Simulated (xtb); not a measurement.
xtb input (GFN1-xTB):

```bash
xtb mol.xyz --gfn 1 --sp --chrg 0 --uhf 0
```
mol.xyz:
```
15

C     -0.18305178     2.45473982     0.15623347
O     -0.84269614     1.21929139     0.06982848
Al    -0.46512160    -0.42281633    -0.05390649
C     -1.90826286    -1.70591108    -0.21900824
O      1.13385149    -0.97016229    -0.03675332
C      2.42507871    -0.43751606     0.10157823
H     -0.69800951     3.19318215    -0.46500716
H      0.85840484     2.39796733    -0.17985280
H     -0.18631458     2.82119407     1.18778946
H     -1.53227197    -2.72717338    -0.29290536
H     -2.57952231    -1.65149439     0.64159697
H     -2.51461131    -1.50067318    -1.10460714
H      3.02313121    -1.08163393     0.75261690
H      2.92453757    -0.38465284    -0.87107806
H      2.41940962     0.56898769     0.53480959
```

End of the output:

```
         :::::::::::::::::::::::::::::::::::::::::::::::::::::
         ::                     SUMMARY                     ::
         :::::::::::::::::::::::::::::::::::::::::::::::::::::
         :: total energy             -21.972707608942 Eh    ::
         :: gradient norm              0.026881654651 Eh/a0 ::
         :: HOMO-LUMO gap              5.503902807113 eV    ::
         ::.................................................::
         :: SCC energy               -22.161403673364 Eh    ::
         :: -> electrostatic           0.095740731880 Eh    ::
         :: repulsion energy           0.193029585268 Eh    ::
         :: dispersion energy         -0.004333520847 Eh    ::
         :: halogen bond corr.         0.000000000000 Eh    ::
         :: add. restraining           0.000000000000 Eh    ::
         :: total charge              -0.000000000000 e     ::
         :::::::::::::::::::::::::::::::::::::::::::::::::::::

           -------------------------------------------------
          |                Property Printout                |
           -------------------------------------------------

    * Orbital Energies and Occupations

         #    Occupation            Energy/Eh            Energy/eV
      -------------------------------------------------------------
         1        2.0000           -0.7515919             -20.4519
       ...           ...                  ...                  ...
         6        2.0000           -0.5735630             -15.6074
         7        2.0000           -0.5581115             -15.1870
         8        2.0000           -0.5576120             -15.1734
         9        2.0000           -0.5515736             -15.0091
        10        2.0000           -0.5512273             -14.9997
        11        2.0000           -0.5433107             -14.7842
        12        2.0000           -0.5154335             -14.0257
        13        2.0000           -0.5140010             -13.9867
        14        2.0000           -0.4667698             -12.7015
        15        2.0000           -0.4488425             -12.2136
        16        2.0000           -0.4442765             -12.0894
        17        2.0000           -0.4376927             -11.9102
        18        2.0000           -0.4297109             -11.6930 (HOMO)
        19                         -0.2274462              -6.1891 (LUMO)
        20                         -0.1414294              -3.8485
        21                         -0.1225046              -3.3335
        22                         -0.1217355              -3.3126
        23                         -0.1074502              -2.9239
        24                         -0.0836334              -2.2758
        25                         -0.0807482              -2.1973
        26                         -0.0749918              -2.0406
        27                         -0.0721345              -1.9629
        28                         -0.0390914              -1.0637
        29                          0.0065821               0.1791
       ...                                ...                  ...
        47                          1.1839270              32.2163
      -------------------------------------------------------------
                  HL-Gap            0.2022647 Eh            5.5039 eV
             Fermi-level           -0.3285785 Eh           -8.9411 eV

  Mulliken/CM5 charges         n(s)   n(p)   n(d)
     1C     0.19347  0.07725   0.957  2.850  0.000
     2O    -0.52555 -0.59475   1.633  4.892  0.000
     3Al    0.57936  0.53983   0.981  1.034  0.406
     4C    -0.15082 -0.26096   1.019  3.132  0.000
     5O    -0.52495 -0.59409   1.635  4.890  0.000
     6C     0.19329  0.07708   0.957  2.850  0.000
     7H     0.01378  0.07285   0.986  0.000  0.000
     8H     0.01230  0.07204   0.988  0.000  0.000
     9H     0.01231  0.07125   0.988  0.000  0.000
    10H     0.05292  0.10809   0.947  0.000  0.000
    11H     0.05245  0.10732   0.948  0.000  0.000
    12H     0.05238  0.10725   0.948  0.000  0.000
    13H     0.01387  0.07294   0.986  0.000  0.000
    14H     0.01252  0.07146   0.987  0.000  0.000
    15H     0.01265  0.07245   0.987  0.000  0.000

Wiberg/Mayer (AO) data.
largest (>0.10) Wiberg bond orders for each atom

 ---------------------------------------------------------------------------
     #   Z sym  total        # sym  WBO       # sym  WBO       # sym  WBO
 ---------------------------------------------------------------------------
     1   6 C    3.935 --     9 H    0.980     7 H    0.978     8 H    0.972
                             2 O    0.949
     2   8 O    2.150 --     3 Al   1.067     1 C    0.949
     3  13 Al   3.429 --     5 O    1.068     2 O    1.067     4 C    1.032
     4   6 C    3.974 --     3 Al   1.032    10 H    0.945    12 H    0.941
                            11 H    0.941
     5   8 O    2.151 --     3 Al   1.068     6 C    0.949
     6   6 C    3.935 --    14 H    0.980    13 H    0.978    15 H    0.972
                             5 O    0.949
     7   1 H    1.015 --     1 C    0.978
     8   1 H    1.008 --     1 C    0.972
     9   1 H    1.013 --     1 C    0.980
    10   1 H    0.997 --     4 C    0.945
    11   1 H    0.997 --     4 C    0.941
    12   1 H    0.997 --     4 C    0.941
    13   1 H    1.015 --     6 C    0.978
    14   1 H    1.013 --     6 C    0.980
    15   1 H    1.007 --     6 C    0.972
 ---------------------------------------------------------------------------

Topologies differ in total number of bonds
Writing topology from bond orders to xtbtopo.mol

 dipole moment from electron density (au)
     X       Y       Z
   0.2553   0.2507   0.0306  total (Debye):    0.913

           -------------------------------------------------
          | TOTAL ENERGY              -21.972707608942 Eh   |
          | GRADIENT NORM               0.026881654651 Eh/α |
          | HOMO-LUMO GAP               5.503902807113 eV   |
           -------------------------------------------------

------------------------------------------------------------------------
------------------------------------------------------------------------
 total:
 SCF:
Note: The following floating-point exceptions are signalling: IEEE_DENORMAL
normal termination of xtb
```
